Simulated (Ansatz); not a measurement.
Basis-set series for `C=N[SiH2]C`. The species carries charge 0 and has multiplicity 1. All single points use the PBE0-D4/def2-TZVP geometry. It is one conformer, not always the lowest.

```json
{"functional": "PBE0-D4", "basis": "def2-TZVPP", "functions": "233", "energy (Eh)": "-424.44516", "HOMO (eV)": "-7.07", "LUMO (eV)": "-0.84"}
{"functional": "PBE0-D4", "basis": "def2-QZVPP", "functions": "451", "energy (Eh)": "-424.46310", "HOMO (eV)": "-7.10", "LUMO (eV)": "-0.90"}
{"functional": "ωB97M-V", "basis": "def2-TZVPP", "functions": "233", "energy (Eh)": "-424.63743", "HOMO (eV)": "-9.42", "LUMO (eV)": "1.37"}
{"functional": "ωB97M-V", "basis": "def2-QZVPP", "functions": "451", "energy (Eh)": "-424.65434", "HOMO (eV)": "-9.44", "LUMO (eV)": "1.22"}
```

Q: Give the rows for def2-SVP. (Estimate.)

A: Ansatz gave: 
```csv
functional,basis,functions,energy (Eh),HOMO (eV),LUMO (eV)
PBE0-D4,def2-SVP,95,-424.18782,-6.94,-0.62
ωB97M-V,def2-SVP,95,-424.37101,-9.26,1.70
```

Positive LUMOs are unbound and depend on the basis.
